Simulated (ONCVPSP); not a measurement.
## O: ONCV pseudisation with PBEsol, scalar-relativistic reference atom.

Input for ONCVPSP 4.0.1:

```
# ATOM AND REFERENCE CONFIGURATION
# atsym  z   nc   nv     iexc    psfile
  O 8.00    1    2  -116133      upf
#
#   n    l    f
    1    0    2.00
    2    0    2.00
    2    1    2.00
#
# PSEUDOPOTENTIAL AND OPTIMIZATION
# lmax
    1
#
#   l,   rc,      ep,       ncon, nbas, qcut
    0    0.65    0.00    4    9    9.70
    1    1.75    0.00    4    7    8.40
#
# LOCAL POTENTIAL
# lloc, lpopt,  rc(5),   dvloc0
    4    5    0.55   -1.00
#
# VANDERBILT-KLEINMAN-BYLANDER PROJECTORs
# l, nproj, debl
    0    3    2.20
    1    2    1.10
#
# MODEL CORE CHARGE
# icmod, fcfact, rcfact
    0    0.00    0.00
#
# LOG DERIVATIVE ANALYSIS
# epsh1, epsh2, depsh
   -4.00    5.00    0.02
#
# OUTPUT GRID
# rlmax, drl
    6.00    0.01
#
# TEST CONFIGURATIONS
# ncnf
    4
# nvcnf
#   n    l    f
    2
    2    0    2.00
    2    1    4.00
#
    2
    2    0    2.00
    2    1    3.00
#
    2
    2    0    2.00
    2    1    1.00
#
    2
    2    0    0.00
    2    1    6.00
#
```

Command:

```bash
oncvpsp.x < O.dat > O.out
```

The program printed (shortened: citation, most of the input echo, consistency checks and plot data are left out):

```
ONCVPSP  (Optimized Norm-Conservinng Vanderbilt PSeudopotential)
scalar-relativistic version 4.0.1

#   n    l    f        energy (Ha)
    1    0    2.00    -2.0423566E+01
    2    0    2.00    -2.1362919E+00
    2    1    2.00    -1.5842894E+00

Reference configufation results
  iterations    22
  all-electron total energy (Ha)   -7.29173588D+01

Begin loop to  construct optimized pseudo wave functions
and semi-local pseudopoentials for all angular momenta

   Wellstate for l =  0  n =  4
     eigenvalue =   0.0637
     asymptotic potential =   0.5637
     half-point radius =  5.4955

   Wellstate for l =  0  n =  4
     eigenvalue =   2.2637
     asymptotic potential =   2.7637
     half-point radius =  1.9967

Calculating optimized projector #   1

 for l=   0

    Fraction of norm inside rc  0.179268
    Optimizing pswf for qcut=   9.70 a_B^-1,  ecut=  47.07 Ha
    Residual kinetic energy error=  4.66D-04 Ha

    Energy error per electron        Cutoff
         Ha          eV             Ha
         0.01000     0.27211       30.41
         0.00100     0.02721       42.76
         0.00010     0.00272      145.73
         0.00001     0.00027      545.33

Calculating optimized projector #   2

 for l=   0

    Fraction of norm inside rc  0.015781
    Optimizing pswf for qcut=   9.70 a_B^-1,  ecut=  47.07 Ha
    Residual kinetic energy error=  4.72D-04 Ha

    Energy error per electron        Cutoff
         Ha          eV             Ha
         0.01000     0.27211       15.51
         0.00100     0.02721       32.86
         0.00010     0.00272      248.27
         0.00001     0.00027      684.45

Calculating optimized projector #   3

 for l=   0

    Fraction of norm inside rc  0.024031
    Optimizing pswf for qcut=   9.70 a_B^-1,  ecut=  47.07 Ha
    Residual kinetic energy error=  1.76D-03 Ha

    Energy error per electron        Cutoff
         Ha          eV             Ha
         0.01000     0.27211       22.99
         0.00100     0.02721       80.92
         0.00010     0.00272      614.35
         0.00001     0.00027      930.26

WARNING wellstate: negative energy specified for n= 3 l=  1
WARNING scattering state with energy  0.25000000
WARNING will be used for the first projector

   Wellstate for l =  1  n =  4
     eigenvalue =   0.2500
     asymptotic potential =   0.7500
     half-point radius =  4.9084

Calculating optimized projector #   1

 for l=   1

    Fraction of norm inside rc  0.920156
    Optimizing pswf for qcut=   8.40 a_B^-1,  ecut=  35.30 Ha
    Residual kinetic energy error=  4.94D-07 Ha

    Energy error per electron        Cutoff
         Ha          eV             Ha
         0.01000     0.27211       19.46
         0.00100     0.02721       24.55
         0.00010     0.00272       28.49
         0.00001     0.00027       31.60

Calculating optimized projector #   2

 for l=   1

    Fraction of norm inside rc  0.081047
    Optimizing pswf for qcut=   8.40 a_B^-1,  ecut=  35.30 Ha
    Residual kinetic energy error=  2.33D-06 Ha

    Energy error per electron        Cutoff
         Ha          eV             Ha
         0.01000     0.27211       17.62
         0.00100     0.02721       24.07
         0.00010     0.00272       28.99
         0.00001     0.00027       33.04

Construct Vanderbilt / Kleinmman-Bylander projectors

B matrix Hermiticity error, ll=   0
   1   2   -7.1638E-05
   1   3   -1.9460E-04
   2   3   -3.1565E-05

  Orthonormal projector coefficients -4.8743E+02  6.5264E+01  1.0194E+01

B matrix Hermiticity error, ll=   1
   1   2   -5.9757E-05

  Orthonormal projector coefficients -4.9162E+00 -1.6187E+00

Pseudoatom total energy  -13.785940

Diagnostic tests using Vanderbilt-Kleinman-Bylander pseudopotentials
  1 or more projectors used as specified by nproj input data

   l    rcore       rmatch      e in        delta e   norm test  slope test

   0   0.6518857   0.6716784  -2.1362919  -0.0000039   1.0000614   1.0000330
   0   0.6518857   0.6716784   0.0637081   0.0001080   1.0003155   1.0003155
   0   0.6518857   0.6716784   2.2637081   0.0001646   1.0003818   1.0003818

   1   1.7596904   1.8131184  -1.5842894  -0.0000013   1.0000465   1.0000518
   1   1.7596904   1.8131184   0.2500000   0.0000122   1.0000722   1.0000722

 Testing for bound ghosts
   n   l    E NL Schr. Eq   E Basis Diag.   E Cutoff

       0                      -18.684584   1046.72  WARNING - GHOST(-)
   1   0       -2.136296       -1.945999   1046.72

   2   1       -1.584291       -1.584260     72.12

 Testing for highly-localized positive-energy ghosts
       l    <radius>/rc     E Basis Diag.   E Cutoff

       0        0.493704       94.795566   1046.72  WARNING - GHOST(+)

       0        0.415961      207.867536   1046.72  WARNING - GHOST(+)

       0        0.407831      349.108731   1046.72  WARNING - GHOST(+)

       0        0.430790      535.447316   1046.72  WARNING - GHOST(+)

Test configuration 0

   n   l     f        eae           eps        diff
   1   0  2.0000  -20.42356599
   2   0  2.0000   -2.13629191   -2.13629578   -3.87D-06
   2   1  2.0000   -1.58428943   -1.58429076   -1.34D-06

    Total energies and differences
      AE_ref= -7.29173588D+01  AE_tst= -7.29173588D+01  dif=  0.00D+00
      PS_ref= -1.37859396D+01  PS_tst= -1.37859396D+01  dif=  7.11D-15
      PSP excitation error= -7.11D-15

Test configuration 1

   n   l     f        eae           eps        diff
   1   0  2.0000  -18.84405558
   2   0  2.0000   -0.87494968   -0.87071353    4.24D-03
   2   1  4.0000   -0.32979645   -0.33704343   -7.25D-03

    Total energies and differences
      AE_ref= -7.29173588D+01  AE_tst= -7.47488464D+01  dif= -1.83D+00
      PS_ref= -1.37859396D+01  PS_tst= -1.56330009D+01  dif= -1.85D+00
      PSP excitation error=  1.56D-02

Test configuration 2

   n   l     f        eae           eps        diff
   1   0  2.0000  -19.53636641
   2   0  2.0000   -1.45099116   -1.45213751   -1.15D-03
   2   1  3.0000   -0.89529505   -0.90510698   -9.81D-03

    Total energies and differences
      AE_ref= -7.29173588D+01  AE_tst= -7.41476423D+01  dif= -1.23D+00
      PS_ref= -1.37859396D+01  PS_tst= -1.50225373D+01  dif= -1.24D+00
      PSP excitation error=  6.31D-03

Test configuration 3

   n   l     f        eae           eps        diff
   1   0  2.0000  -21.48996181
   2   0  2.0000   -2.91170515   -2.89895955    1.27D-02
   2   1  1.0000   -2.37983204   -2.34977709    3.01D-02

    Total energies and differences
      AE_ref= -7.29173588D+01  AE_tst= -7.09436692D+01  dif=  1.97D+00
      PS_ref= -1.37859396D+01  PS_tst= -1.18252137D+01  dif=  1.96D+00
      PSP excitation error=  1.30D-02

Test configuration 4

   n   l     f        eae           eps        diff
   1   0  2.0000  -18.89337955
   2   1  6.0000   -0.36004742   -0.36855467   -8.51D-03

    Total energies and differences
      AE_ref= -7.29173588D+01  AE_tst= -7.36556404D+01  dif= -7.38D-01
      PS_ref= -1.37859396D+01  PS_tst= -1.45638502D+01  dif= -7.78D-01
      PSP excitation error=  3.96D-02
```

Note: ghosts flagged at negative energy: s at -508.4 eV; GHOST(+) flags only above 600 eV. A true bound ghost makes a file unfit for plane-wave use.

The run took about 4.8 s on one core of a shared server CPU.
